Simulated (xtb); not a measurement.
xtb input:

```bash
xtb mol.xyz --gfn 1 --sp --chrg 0 --uhf 0
```
mol.xyz:
```
3

Hg     0.00000000     0.00000000     0.00000000
Br     0.00000000     0.00000000     2.42485796
Br    -0.00000000    -0.00000000    -2.42485796
```

Problem. Which total energy does the run end on?

Solution. -8.69816 Eh (GFN1-xTB).
